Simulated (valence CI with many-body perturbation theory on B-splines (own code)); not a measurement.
E1 line list for La IX

Level of theory: relativistic CI+MBPT: three valence electrons over a frozen Dirac-Fock core [Kr] 4d10, a basis of 8 s, 8 p, 9 d, 9 f, 6 g, 3 h, 2 i functions for each j, with the one-electron correlation potential Σ1, the two-electron term Σ2, the three-electron term Σ3, Breit, model QED; selected CI, second order for the rest, scaled by the run's own slope (own B-spline code, finite nucleus).

No measured levels were compared; by estimate levels hold to about 250 cm⁻¹ or 0.2 % of their energy and the worst to 1 %, as in measured heavy ions of charge 2 to 7; those with d or f electrons hold less well. Core correlation moves these levels by up to 33000 cm⁻¹, and in measured spectra 5 to 20 % of such shifts remained as error; rates that hang on mixing are uncertain with them.

Lines 101 to 150 of 176 in falling wavelength, among levels below 373810 cm⁻¹, chosen from the strongest by gf and those to the six lowest levels. Wavelengths and rates use the calculated energies, so an error of 400 cm⁻¹ moves a line at 521.6 Å by 0.21 % and its rate by three times that or more. Electric multipoles are in the length gauge, E1 and E2 with the static RPA response of the core. Weak lines are less certain than strong ones. Lines between different terms over intervals too small for the method are left out, as are lines whose strength nearly cancels. Where a level lies close to another of its J and parity, the split of strength between their lines is uncertain. The highest levels of a list are the least certain.

Names give the largest LS component (configuration and term), which can be under half, so a name can repeat, a term be missing and a line seem to break the LS rules; names also repeat where a configuration has a term twice. Letters in brackets count levels of one name in rising energy.

| λ vac (Å) | Upper | Lower | A (s⁻¹) | S (a.u.) with core polarisation | S without |
| --- | --- | --- | --- | --- | --- |
| 521.6 | 5s 5p2 2P_1/2 | 5s2 5p 2P°_1/2 | 1.44e+10 | 2.01e+00 | 2.65e+00 |
| 519.8 | 5s 5p2 2S_1/2 | 5s2 5p 2P°_3/2 | 1.01e+10 | 1.40e+00 | 1.85e+00 |
| 516.9 | 5p3 2D°_5/2 | 5s 5p2 4P_3/2 | 1.90e+07 | 7.78e-03 | 9.72e-03 |
| 516.0 | 5s 5p2 2P_3/2 | 5s2 5p 2P°_3/2 | 9.41e+09 | 2.55e+00 | 3.36e+00 |
| 514.5 | 4f 5s 5p 4F_3/2 | 5s2 5p 2P°_3/2 | 6.70e+09 | 1.80e+00 | 2.39e+00 |
| 514.4 | 4f 5s 5p 2D_3/2 [b] | 4f 5s2 2F°_5/2 | 1.65e+10 | 4.42e+00 | 5.61e+00 |
| 514.2 | 5s 5p 5d 4F°_5/2 | 5s 5p2 2D_3/2 | 5.96e+07 | 2.40e-02 | 3.26e-02 |
| 511.0 | 4f 5s 5p 2D_5/2 [b] | 4f 5s2 2F°_7/2 | 1.57e+10 | 6.22e+00 | 7.85e+00 |
| 510.9 | 4f 5s 5p 4F_5/2 | 5s2 5p 2P°_3/2 | 6.07e+07 | 2.40e-02 | 2.93e-02 |
| 506.1 | 4f 5s 5p 2D_5/2 [b] | 4f 5s2 2F°_5/2 | 5.56e+08 | 2.13e-01 | 2.69e-01 |
| 491.4 | 4f 5s 5p 2F_5/2 [a] | 5s2 5p 2P°_3/2 | 6.88e+07 | 2.42e-02 | 2.86e-02 |
| 483.1 | 5p3 4S°_3/2 [b] | 5s 5p2 4P_1/2 | 1.68e+09 | 3.73e-01 | 4.92e-01 |
| 464.0 | 5s 5p 5d 4F°_5/2 | 5s 5p2 4P_5/2 | 1.12e+09 | 3.32e-01 | 4.13e-01 |
| 462.2 | 5p3 2P°_1/2 | 5s 5p2 4P_3/2 | 6.89e+07 | 6.71e-03 | 8.96e-03 |
| 455.8 | 4f 5s 5p 4D_5/2 | 5s2 5p 2P°_3/2 | 1.01e+09 | 2.84e-01 | 3.49e-01 |
| 453.2 | 5s 5p2 2S_1/2 | 5s2 5p 2P°_1/2 | 9.37e+08 | 8.60e-02 | 1.11e-01 |
| 451.4 | 4f 5s 5p 4D_3/2 [a] | 5s2 5p 2P°_3/2 | 1.33e+09 | 2.42e-01 | 3.03e-01 |
| 450.8 | 5s 5p 5d 4F°_3/2 | 5s 5p2 4P_3/2 | 6.61e+08 | 1.19e-01 | 1.49e-01 |
| 450.3 | 5s 5p2 2P_3/2 | 5s2 5p 2P°_1/2 | 1.35e+09 | 2.44e-01 | 3.20e-01 |
| 449.2 | 4f 5s 5p 4F_3/2 | 5s2 5p 2P°_1/2 | 2.80e+09 | 5.01e-01 | 6.44e-01 |
| 445.4 | 4f 5s 5p 4D_1/2 | 5s2 5p 2P°_3/2 | 8.56e+04 | 7.47e-06 | 9.63e-06 |
| 444.5 | 4f 5s 5p 4D_3/2 [b] | 5s2 5p 2P°_3/2 | 1.98e+09 | 3.44e-01 | 4.30e-01 |
| 442.8 | 5s 5p 5d 4F°_5/2 | 5s 5p2 4P_3/2 | 7.82e+08 | 2.01e-01 | 2.47e-01 |
| 442.7 | 4f 5s 5p 2D_5/2 [a] | 5s2 5p 2P°_3/2 | 5.69e+09 | 1.46e+00 | 1.80e+00 |
| 431.6 | 4f2 5s 4H_7/2 | 4f 5s2 2F°_7/2 | 5.60e+03 | 1.78e-06 | 2.31e-06 |
| 431.0 | 5p3 2P°_1/2 | 5s 5p2 4P_1/2 | 4.51e+07 | 3.56e-03 | 4.64e-03 |
| 430.3 | 4f2 5s 4H_9/2 | 4f 5s2 2F°_7/2 | 4.05e+04 | 1.59e-05 | 2.05e-05 |
| 428.1 | 4f2 5s 4H_7/2 | 4f 5s2 2F°_5/2 | 8.50e+04 | 2.63e-05 | 3.38e-05 |
| 422.6 | 5s2 5d 2D_5/2 | 5s2 5p 2P°_3/2 | 1.47e+10 | 3.28e+00 | 4.07e+00 |
| 421.0 | 5s 5p 5d 4F°_3/2 | 5s 5p2 4P_1/2 | 2.14e+08 | 3.16e-02 | 3.87e-02 |
| 420.9 | 4f2 5s 4F_5/2 | 4f 5s2 2F°_7/2 | 1.77e+05 | 3.90e-05 | 4.54e-05 |
| 419.9 | 4f2 5s 4F_7/2 | 4f 5s2 2F°_7/2 | 8.50e+03 | 2.49e-06 | 3.17e-06 |
| 418.9 | 4f2 5s 4F_9/2 | 4f 5s2 2F°_7/2 | 2.99e+05 | 1.09e-04 | 1.41e-04 |
| 418.3 | 4f2 5s 4F_3/2 | 4f 5s2 2F°_5/2 | 2.96e+05 | 4.28e-05 | 4.97e-05 |
| 417.6 | 4f2 5s 4F_5/2 | 4f 5s2 2F°_5/2 | 2.25e+04 | 4.84e-06 | 6.03e-06 |
| 416.6 | 4f2 5s 4F_7/2 | 4f 5s2 2F°_5/2 | 4.95e+04 | 1.41e-05 | 1.81e-05 |
| 411.6 | 4f2 5s 2H_9/2 [a] | 4f 5s2 2F°_7/2 | 7.37e+06 | 2.54e-03 | 3.28e-03 |
| 411.0 | 4f 5s 5p 2D_3/2 [a] | 5s2 5p 2P°_3/2 | 2.06e+09 | 2.83e-01 | 3.56e-01 |
| 410.8 | 4f2 5s 2G_7/2 | 4f 5s2 2F°_7/2 | 2.42e+05 | 6.63e-05 | 8.27e-05 |
| 409.3 | 4f2 5s 2H_9/2 [b] | 4f 5s2 2F°_7/2 | 6.94e+06 | 2.35e-03 | 3.03e-03 |
| 407.6 | 4f2 5s 2G_7/2 | 4f 5s2 2F°_5/2 | 1.62e+07 | 4.33e-03 | 5.59e-03 |
| 402.1 | 4f2 5s 2F_5/2 | 4f 5s2 2F°_7/2 | 1.03e+06 | 1.99e-04 | 2.19e-04 |
| 400.3 | 4f 5s 5p 4D_3/2 [a] | 5s2 5p 2P°_1/2 | 5.81e+09 | 7.36e-01 | 9.15e-01 |
| 399.9 | 4f2 5s 2F_7/2 | 4f 5s2 2F°_7/2 | 1.73e+07 | 4.38e-03 | 5.78e-03 |
| 399.8 | 4f 5s 5p 2F_5/2 [b] | 5s2 5p 2P°_3/2 | 4.09e+08 | 7.75e-02 | 9.68e-02 |
| 399.0 | 4f2 5s 2F_5/2 | 4f 5s2 2F°_5/2 | 1.82e+07 | 3.43e-03 | 4.49e-03 |
| 396.9 | 4f2 5s 2F_7/2 | 4f 5s2 2F°_5/2 | 1.29e+05 | 3.19e-05 | 4.33e-05 |
| 395.6 | 4f 5s 5p 4D_1/2 | 5s2 5p 2P°_1/2 | 1.68e+05 | 1.03e-05 | 1.31e-05 |
| 394.9 | 4f 5s 5p 4D_3/2 [b] | 5s2 5p 2P°_1/2 | 8.69e+09 | 1.06e+00 | 1.31e+00 |
| 393.5 | 4f2 5s 2D_5/2 | 4f 5s2 2F°_7/2 | 1.06e+08 | 1.91e-02 | 2.28e-02 |
